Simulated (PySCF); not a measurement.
Molfile (atoms numbered from 1):
```
C4H10N2OSi2
     RDKit          3D

 19 19  0  0  0  0  0  0  0  0999 V2000
    3.0275    0.9109   -0.0572 C   0  0  0  0  0  0  0  0  0  0  0  0
    1.9060    0.2639   -0.5869 O   0  0  0  0  0  0  0  0  0  0  0  0
    0.8569   -0.6918    0.2807 Si  0  0  2  0  0  4  0  0  0  0  0  0
   -0.5416   -1.1706   -0.8748 C   0  0  0  0  0  0  0  0  0  0  0  0
   -1.5880   -0.0317   -0.7996 C   0  0  1  0  0  0  0  0  0  0  0  0
   -2.8797   -0.3793   -1.3582 C   0  0  0  0  0  0  0  0  0  0  0  0
   -3.9222   -0.6719   -1.7718 N   0  0  0  0  0  0  0  0  0  0  0  0
   -1.6949    0.5410    1.0309 Si  0  0  0  0  0  4  0  0  0  0  0  0
   -0.0563    0.1693    1.4861 N   0  0  0  0  0  0  0  0  0  0  0  0
    2.7439    1.7027    0.6603 H   0  0  0  0  0  0  0  0  0  0  0  0
    3.5894    1.3832   -0.8773 H   0  0  0  0  0  0  0  0  0  0  0  0
    3.7094    0.2087    0.4589 H   0  0  0  0  0  0  0  0  0  0  0  0
    1.6385   -1.8038    0.8975 H   0  0  0  0  0  0  0  0  0  0  0  0
   -0.9872   -2.1153   -0.5210 H   0  0  0  0  0  0  0  0  0  0  0  0
   -0.2026   -1.3357   -1.9090 H   0  0  0  0  0  0  0  0  0  0  0  0
   -1.2066    0.8435   -1.3556 H   0  0  0  0  0  0  0  0  0  0  0  0
   -2.0415    1.9903    1.1234 H   0  0  0  0  0  0  0  0  0  0  0  0
   -2.7223   -0.2406    1.7828 H   0  0  0  0  0  0  0  0  0  0  0  0
    0.3138    0.3905    2.4039 H   0  0  0  0  0  0  0  0  0  0  0  0
  1  2  1  0
  2  3  1  0
  3  4  1  0
  4  5  1  0
  5  6  1  0
  6  7  3  0
  5  8  1  0
  8  9  1  0
  9  3  1  0
  1 10  1  0
  1 11  1  0
  1 12  1  0
  3 13  1  1
  4 14  1  0
  4 15  1  0
  5 16  1  6
  8 17  1  0
  8 18  1  0
  9 19  1  0
M  END
```

Geometry: PBE0-D3(BJ)/def2-SVP; GIAO shifts from PySCF 2.14.0 with density-fitted response routines, gas phase, non-relativistic, averaged over equivalent atoms.

At wB97X-D/pcSseg-1 (217 basis functions, 45 s wall time on 1 thread of an Arm Neoverse V2, shared host):
```json
{"atoms": "C6", "δ (ppm)": "127.0"}
{"atoms": "C1", "δ (ppm)": "51.4"}
{"atoms": "C4", "δ (ppm)": "14.4"}
{"atoms": "C5", "δ (ppm)": "6.6"}
{"atoms": "O2", "δ (ppm)": "41.0"}
{"atoms": "Si3", "δ (ppm)": "-5.4"}
{"atoms": "Si8", "δ (ppm)": "-16.9"}
{"atoms": "N7", "δ (ppm)": "298.9"}
{"atoms": "N9", "δ (ppm)": "31.5"}
{"atoms": "H13", "δ (ppm)": "4.92"}
{"atoms": "H17", "δ (ppm)": "4.85"}
{"atoms": "H18", "δ (ppm)": "4.73"}
{"atoms": "H10/H11/H12", "δ (ppm)": "3.56"}
{"atoms": "H16", "δ (ppm)": "1.90"}
{"atoms": "H15", "δ (ppm)": "1.41"}
{"atoms": "H19", "δ (ppm)": "0.85"}
{"atoms": "H14", "δ (ppm)": "0.68"}
```

δ = σ(ref) − σ, references computed at the same level: ¹³C (σ = 184.54 ppm), ²⁹Si (σ = 352.93 ppm), ¹H (σ = 31.38 ppm) vs TMS; ¹⁷O (σ = 333.19 ppm) vs H2O; NH3 for ¹⁵N (σ = 263.98 ppm).

Predict the values at PBE0/pcSseg-1 on the same geometry.

Answers


```json
{"atoms": "C6", "δ at PBE0/pcSseg-1": "125.7", "change": "-1.3"}
{"atoms": "C1", "δ at PBE0/pcSseg-1": "51.3", "change": "-0.1"}
{"atoms": "C4", "δ at PBE0/pcSseg-1": "14.9", "change": "+0.5"}
{"atoms": "C5", "δ at PBE0/pcSseg-1": "7.6", "change": "+1.0"}
{"atoms": "O2", "δ at PBE0/pcSseg-1": "47.3", "change": "+6.3"}
{"atoms": "Si3", "δ at PBE0/pcSseg-1": "-5.8", "change": "-0.4"}
{"atoms": "Si8", "δ at PBE0/pcSseg-1": "-17.3", "change": "-0.4"}
{"atoms": "N7", "δ at PBE0/pcSseg-1": "301.3", "change": "+2.4"}
{"atoms": "N9", "δ at PBE0/pcSseg-1": "35.1", "change": "+3.6"}
{"atoms": "H13", "δ at PBE0/pcSseg-1": "5.02", "change": "+0.10"}
{"atoms": "H17", "δ at PBE0/pcSseg-1": "4.96", "change": "+0.11"}
{"atoms": "H18", "δ at PBE0/pcSseg-1": "4.82", "change": "+0.09"}
{"atoms": "H10/H11/H12", "δ at PBE0/pcSseg-1": "3.59", "change": "+0.03"}
{"atoms": "H16", "δ at PBE0/pcSseg-1": "2.04", "change": "+0.14"}
{"atoms": "H15", "δ at PBE0/pcSseg-1": "1.46", "change": "+0.05"}
{"atoms": "H19", "δ at PBE0/pcSseg-1": "0.90", "change": "+0.05"}
{"atoms": "H14", "δ at PBE0/pcSseg-1": "0.73", "change": "+0.05"}
```

Chemical shifts δ = σref − σ; ¹³C (σ = 184.41 ppm), ²⁹Si (σ = 351.99 ppm), ¹H (σ = 31.27 ppm) against TMS; H2O for ¹⁷O (σ = 334.56 ppm); ¹⁵N (σ = 265.67 ppm) against NH3, all at this level.

The largest change is at O2 (oxygen bonded to C, Si). Cost: 217 basis functions, 36 s wall time on 1 thread of an Arm Neoverse V2, shared host. The order of the carbon signals is the same at both levels.

Experimental scales use liquid or dissolved standards, which lie at an offset from isolated NH3 (liquid NH3: subtract about 20 ppm) and H2O (liquid H2O: subtract about 36 ppm). Unscaled 15N shifts of sp2 nitrogen come out 20 to 40 ppm too high even then.
